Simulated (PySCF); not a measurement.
PySCF 2.14 output of an unrestricted M06-2X calculation on a single atom or ion in def2-TZVP with the def2 core potential (60 electrons), with a scalar-relativistic core potential:

```
SCF conv_tol = 1e-09
number electrons alpha = 9  beta = 7
    Y. Zhao and D. G. Truhlar.,  Theor. Chem. Acc. 120, 215 (2008)
    Y. Zhao and D. G. Truhlar.,  Theor. Chem. Acc. 120, 215 (2008)
cycle= 1 E= -118.13172075846  delta_E= -0.00437  |g|= 0.0248  |ddm|= 0.21
cycle= 2 E= -118.13183425953  delta_E= -0.000114  |g|= 0.012  |ddm|= 0.0297
cycle= 3 E= -118.131877996486  delta_E= -4.37e-05  |g|= 0.000739  |ddm|= 0.0089
cycle= 4 E= -118.131878152572  delta_E= -1.56e-07  |g|= 1.92e-05  |ddm|= 0.000603
cycle= 5 E= -118.131878152877  delta_E= -3.05e-10  |g|= 1.36e-06  |ddm|= 2.47e-05
converged SCF energy = -118.131878152877  <S^2> = 2.0014844  2S+1 = 3.0009894
```

The run itself started from symmetry-adapted Hartree-Fock orbitals and held the occupation by maximum overlap, on a logarithmic radial grid, so the iterations belong to that start.

Task: Which element, charge and spin multiplicity is this?

Result: Pt²⁺ (platinum, charge +2), multiplicity 3; the state was [Xe] 4f14 5d8, high-spin 3F determinant.

Energies and moments cover only the electrons outside the core potential. Spin-orbit coupling, absent here, splits the open shell strongly.
